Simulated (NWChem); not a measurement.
Molecule: SiH₂O₂I₂; SMILES O[Si](O)(I)I

```xyz
7

O      0.0902     1.3761    -1.8109
Si     0.0000     0.0000    -0.9115
O     -0.0902    -1.3761    -1.8109
I      2.0255    -0.0030     0.4361
I     -2.0255     0.0030     0.4361
H     -0.7224     1.6575    -2.2471
H      0.7224    -1.6575    -2.2471
```
Atoms are numbered in this order, from 1.

Results from NWChem. Pople sets run with spherical d functions. Coordinates come from a PBE0/def2-SVP (def2 core potentials past Kr) optimisation. No frequency run checked for a minimum.

Problem. Among these, which level gives the highest value of “highest occupied level (eV)”?
A. PBE0/6-311G**, non-relativistic
B. PBE0/3-21G, non-relativistic
C. PBE0/STO-3G, non-relativistic

Solution. C, PBE0/STO-3G, non-relativistic. Values: PBE0/6-311G**, non-relativistic -7.76; PBE0/3-21G, non-relativistic -7.67; PBE0/STO-3G, non-relativistic -5.18
